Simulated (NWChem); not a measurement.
Species: CHBrCl2; SMILES ClC(Cl)Br

```xyz
5

Cl    -0.0869    -1.3116    -1.4569
C      0.4715    -0.4955     0.0000
Cl    -0.0869    -1.3116     1.4569
Br    -0.0411     1.3737     0.0000
H      1.5656    -0.5124     0.0000
```
Atoms are numbered in this order, from 1.

Results from NWChem. Pople sets run with spherical d functions. All runs use the structure optimised with PBE0/def2-SVP. B3LYP is NWChem's, with the RPA form of VWN correlation. Total energies compare along this basis series because the functional is fixed.

```
level              basis functions  energy (Ha)  highest occupied level (eV)  orbital gap (eV)  dipole (D)  relative time
-----------------  ---------------  -----------  ---------------------------  ----------------  ----------  -------------
B3LYP/STO-3G                    42   -3494.5736                        -5.93              7.73        1.53              1
B3LYP/3-21G                     59   -3516.2496                        -8.01              6.59        1.42              1
B3LYP/6-31G*                    84   -3532.9475                        -8.15              6.56        1.19              5
B3LYP/def2-SVP                  87   -3532.6642                        -7.95              6.83        1.05              3
B3LYP/def2-SVPD                123   -3532.6883                        -8.29              6.52        0.99              7
B3LYP/def2-TZVP                159   -3533.3465                        -8.19              6.59        1.03             20
B3LYP/aug-cc-pVTZ              228   -3533.4071                        -8.25              6.48        1.01             70
```

The last column is a rough cost ratio, cheapest run = 1.
